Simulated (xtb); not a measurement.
C2H5O (SMILES [CH2]OC), doublet, from a rough starting geometry; GFN2-xTB (xtb 6.7.1).

Here is a job for xtb.
```
$ xtb mol.xyz --gfn 2 --uhf 1 --opt vtight --json

# file mol.xyz
8

C     -0.02713483     1.37544809     0.12344605
O      0.02426199     0.25920532     0.94293266
C     -0.05583317    -0.95246506     0.14311830
H      0.87161441     1.46290038    -0.52484547
H     -0.90598491     1.44968713    -0.49953445
H      0.04902659    -1.80575624     0.84979220
H     -0.80330157    -0.93522761    -0.52247903
H      0.86208120    -0.97273954    -0.52898076
```

What the program printed (banner, timings and long lists left out):

```
   ID    Z sym.   atoms
    1    6 C      1, 3
    2    8 O      2
    3    1 H      4-8

           -------------------------------------------------
          |                Calculation Setup                |
           -------------------------------------------------

           -------------------------------------------------
          |                 G F N 2 - x T B                 |
           -------------------------------------------------

          ...................................................
          :                      SETUP                      :
          :.................................................:
          :  # basis functions                  17          :
          :  # atomic orbitals                  17          :
          :  # shells                           11          :
          :  # electrons                        19          :
          :  max. iterations                   250          :
          :  Hamiltonian                  GFN2-xTB          :
          :  restarted?                      false          :
          :  GBSA solvation                  false          :
          :  PC potential                    false          :
          :  electronic temp.          300.0000000     K    :
          :  accuracy                    1.0000000          :
          :  -> integral cutoff          0.2500000E+02      :
          :  -> integral neglect         0.1000000E-07      :
          :  -> SCF convergence          0.1000000E-05 Eh   :
          :  -> wf. convergence          0.1000000E-03 e    :
          :  Broyden damping             0.4000000          :
          :  net charge                          0          :
          :  unpaired electrons                  1          :
          ...................................................

 iter      E             dE          RMSdq      gap      omega  full diag
   1    -10.8486691 -0.108487E+02  0.494E+00    9.69       0.0  T
   2    -10.8731554 -0.244863E-01  0.256E+00    9.90       1.0  T
   3    -10.8735457 -0.390362E-03  0.934E-01    9.96       1.0  T
   4    -10.8736355 -0.898137E-04  0.123E-01    9.91       1.0  T
   5    -10.8736397 -0.418295E-05  0.646E-02    9.93       1.0  T
   6    -10.8736409 -0.122221E-05  0.101E-02    9.92       3.5  T
   7    -10.8736410 -0.102641E-06  0.334E-03    9.92      10.6  T
   8    -10.8736410 -0.459443E-08  0.836E-04    9.92      42.3  T
   9    -10.8736410 -0.289754E-08  0.228E-04    9.92     155.1  T

   *** convergence criteria satisfied after 9 iterations ***

         :::::::::::::::::::::::::::::::::::::::::::::::::::::
         ::                     SUMMARY                     ::
         :::::::::::::::::::::::::::::::::::::::::::::::::::::
         :: total energy             -10.768375699712 Eh    ::
         :: gradient norm              0.131821061411 Eh/a0 ::
         :: HOMO-LUMO gap              9.924000175415 eV    ::
         ::.................................................::
         :: SCC energy               -10.873640823878 Eh    ::
         :: -> isotropic ES            0.016488704155 Eh    ::
         :: -> anisotropic ES          0.002769884338 Eh    ::
         :: -> anisotropic XC          0.003466515244 Eh    ::
         :: -> dispersion             -0.002508083900 Eh    ::
         :: repulsion energy           0.105265124165 Eh    ::
         :: add. restraining           0.000000000000 Eh    ::
         :: total charge              -0.000000000000 e     ::
         :::::::::::::::::::::::::::::::::::::::::::::::::::::

      -----------------------------------------------------------
     |                   =====================                   |
     |                        A N C O P T                        |
     |                   =====================                   |
     |               Approximate Normal Coordinate               |
     |                Rational Function Optimizer                |
      -----------------------------------------------------------
      -----------------------------------------------------------
     |                   =====================                   |
     |                        A N C O P T                        |
     |                   =====================                   |
     |               Approximate Normal Coordinate               |
     |                Rational Function Optimizer                |
      -----------------------------------------------------------

          ...................................................
          :                      SETUP                      :
          :.................................................:
          :   optimization level         verytight          :
          :   max. optcycles                   200          :
          :   ANC micro-cycles                  20          :
          :   degrees of freedom                18          :
          :.................................................:
          :   RF solver                   davidson          :
          :   write xtbopt.log                true          :
          :   linear?                        false          :
          :   energy convergence         0.1000000E-06 Eh   :
          :   grad. convergence          0.2000000E-03 Eh/α :
          :   maxmium RF displ.          1.0000000          :
          :   Hlow (freq-cutoff)         0.1000000E-01      :
          :   Hmax (freq-cutoff)         5.0000000          :
          :   S6 in model hess.         20.0000000          :
          ...................................................

generating ANC from exact Hessian ...
Using Lindh-Hessian (1995)
 Shifting diagonal of input Hessian by    3.7913932774480468E-003
 Lowest  eigenvalues of input Hessian
    0.000000    0.000000    0.000000    0.000000    0.000000    0.000000
    0.010000    0.018506    0.023320    0.065716    0.080205    0.110128
[...]
 * total energy  :   -10.7997544 Eh     change       -0.1677388E-03 Eh
 * total energy  :   -10.7999266 Eh     change       -0.1722184E-03 Eh
 * total energy  :   -10.8000289 Eh     change       -0.1022533E-03 Eh
 * total energy  :   -10.8000805 Eh     change       -0.5162046E-04 Eh
 * total energy  :   -10.8001215 Eh     change       -0.4099724E-04 Eh
 * total energy  :   -10.8000174 Eh     change        0.1040996E-03 Eh
 * total energy  :   -10.8001548 Eh     change       -0.1374032E-03 Eh
 * total energy  :   -10.8001682 Eh     change       -0.1338449E-04 Eh
 * total energy  :   -10.8001823 Eh     change       -0.1414952E-04 Eh
 * total energy  :   -10.8001873 Eh     change       -0.5002059E-05 Eh
 * total energy  :   -10.8001879 Eh     change       -0.5353207E-06 Eh
 * total energy  :   -10.8001880 Eh     change       -0.1565965E-06 Eh
 * total energy  :   -10.8001881 Eh     change       -0.5294205E-07 Eh
   *** GEOMETRY OPTIMIZATION CONVERGED AFTER 37 ITERATIONS ***
[...]
          :  -> integral neglect         0.1000000E-07      :
          :  -> SCF convergence          0.1000000E-05 Eh   :
          :  -> wf. convergence          0.1000000E-03 e    :
          :  Broyden damping             0.4000000          :
          :  net charge                          0          :
          :  unpaired electrons                  1          :
          ...................................................

 iter      E             dE          RMSdq      gap      omega  full diag
   1    -10.9060122 -0.109060E+02  0.141E-05    9.24       0.0  T
   2    -10.9060122 -0.426326E-13  0.855E-06    9.24    4133.9  T
   3    -10.9060122 -0.159872E-13  0.164E-06    9.24   21540.4  T

   *** convergence criteria satisfied after 3 iterations ***

         :::::::::::::::::::::::::::::::::::::::::::::::::::::
         ::                     SUMMARY                     ::
         :::::::::::::::::::::::::::::::::::::::::::::::::::::
         :: total energy             -10.800188082405 Eh    ::
         :: gradient norm              0.000116916638 Eh/a0 ::
         :: HOMO-LUMO gap              9.242319659449 eV    ::
         ::.................................................::
         :: SCC energy               -10.906011948529 Eh    ::
         :: -> isotropic ES            0.011629384200 Eh    ::
         :: -> anisotropic ES          0.002136007953 Eh    ::
         :: -> anisotropic XC          0.003483771419 Eh    ::
         :: -> dispersion             -0.002454669849 Eh    ::
         :: repulsion energy           0.105823866124 Eh    ::
         :: add. restraining           0.000000000000 Eh    ::
         :: total charge               0.000000000000 e     ::
         :::::::::::::::::::::::::::::::::::::::::::::::::::::

           -------------------------------------------------
          |                Property Printout                |
           -------------------------------------------------

    * Orbital Energies and Occupations

         #    Occupation            Energy/Eh            Energy/eV
      -------------------------------------------------------------
         1        2.0000           -0.7108955             -19.3445
         2        2.0000           -0.6470041             -17.6059
         3        2.0000           -0.5991830             -16.3046
         4        2.0000           -0.5528667             -15.0443
         5        2.0000           -0.5508972             -14.9907
         6        2.0000           -0.5274149             -14.3517
         7        2.0000           -0.4720855             -12.8461
         8        2.0000           -0.4580697             -12.4647
         9        2.0000           -0.4503291             -12.2541
        10        1.0000           -0.2859725              -7.7817 (HOMO)
        11                          0.0536765               1.4606 (LUMO)
        12                          0.1246062               3.3907
        13                          0.1338263               3.6416
        14                          0.1880388               5.1168
        15                          0.1913666               5.2074
        16                          0.2473887               6.7318
        17                          0.3495648               9.5121
      -------------------------------------------------------------
                  HL-Gap            0.3396490 Eh            9.2423 eV
             Fermi-level           -0.2421494 Eh           -6.5892 eV

     #   Z          covCN         q      C6AA      α(0)
     1   6 C        2.740    -0.020    28.494     8.740
     2   8 O        1.704    -0.230    17.816     5.699
     3   6 C        3.657     0.035    20.268     6.462
     4   1 H        0.926     0.045     2.389     2.417
     5   1 H        0.926     0.022     2.703     2.571
     6   1 H        0.925     0.061     2.192     2.315
     7   1 H        0.924     0.042     2.425     2.435
     8   1 H        0.924     0.046     2.365     2.405

 Mol. C6AA /au·bohr⁶  :        473.680500
 Mol. C8AA /au·bohr⁸  :       9723.499361
 Mol. α(0) /au        :         33.043660

Wiberg/Mayer (AO) data.
largest (>0.10) Wiberg bond orders for each atom

 ---------------------------------------------------------------------------
     #   Z sym  total        # sym  WBO       # sym  WBO       # sym  WBO
 ---------------------------------------------------------------------------
     1   6 C    3.253 --     2 O    1.251     5 H    0.979     4 H    0.978
     2   8 O    2.285 --     1 C    1.251     3 C    0.992
     3   6 C    3.947 --     2 O    0.992     6 H    0.981     7 H    0.974
                             8 H    0.973
     4   1 H    0.998 --     1 C    0.978
     5   1 H    0.999 --     1 C    0.979
     6   1 H    0.996 --     3 C    0.981
     7   1 H    0.998 --     3 C    0.974
     8   1 H    0.998 --     3 C    0.973
 ---------------------------------------------------------------------------

Topologies differ in total number of bonds
Writing topology from bond orders to xtbtopo.mol

molecular dipole:
                 x           y           z       tot (Debye)
 q only:       -0.182      -0.370      -0.253
   full:       -0.341      -0.418      -0.314       1.585
molecular quadrupole (traceless):
                xx          xy          yy          xz          yz          zz
 q only:       -0.841      -0.022       1.887      -0.238      -0.407      -1.046
  q+dip:       -0.263      -0.588       1.050      -0.066      -0.066      -0.787
   full:       -0.538      -0.498       1.595      -0.205      -0.124      -1.056

optimized geometry written to: xtbopt.xyz

           -------------------------------------------------
          | TOTAL ENERGY              -10.800188082405 Eh   |
          | GRADIENT NORM               0.000116916638 Eh/α |
          | HOMO-LUMO GAP               9.242319659449 eV   |
           -------------------------------------------------

normal termination of xtb
```
